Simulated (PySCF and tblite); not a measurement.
The numbers below are computed, except where a source is named.
System: C₇H₅NO₂, numbered as in [OH:1][c:2]1[cH:3][cH:4][c:5]2[cH:6][n:7][o:8][c:9]2[cH:10]1.

Geometries: GFN2-xTB; energies: PBE0/pcSseg-1 + D3(BJ); zero-point and thermal terms from GFN2-xTB harmonic modes (soft modes blended into free rotors). Rate constants are transition-state-theory values, counting equivalent paths, without tunnelling. Programs: tblite and PySCF.

Task: What barrier does the rotation about the C2–O1 bond (torsion C3–C2–O1–H from -180° to 0°, rising) meet, and how fast is it at 298 K?

Result: The electronic barrier is 4.4 kcal/mol and ΔG‡(298 K) 3.6 kcal/mol, over a C1 saddle with an imaginary mode of 445i cm⁻¹ (GFN2-xTB). With 2 equivalent paths, k is 2.7×10¹⁰ s⁻¹, a mean lifetime of the start of 37 ps against this motion. The end lies 0.3 kcal/mol above the start in free energy.
